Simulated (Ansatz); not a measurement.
This triplet lies 0.57 eV below the relaxed singlet at the level B3LYP/cc-pVTZ // PBE0-D3(BJ)/def2-TZVP (Ansatz, a quantum-chemistry and plane-wave program).

Species: C3H2, SMILES `[CH]C#C` (lower triplet) (charge 0, multiplicity 3).

Give a relaxed geometry from PBE0-D3(BJ)/def2-TZVP in Ansatz.

the end point of this relaxation (outside a Z-matrix the atoms follow the SMILES, hydrogens last).
Cartesian coordinates (Å) in one orientation:
```xyz
5

C     -1.256     0.046     0.625
C     -0.001    -0.011     0.465
C      1.250    -0.103     0.289
H     -2.300     0.167     0.791
H      2.308    -0.100     0.176
```
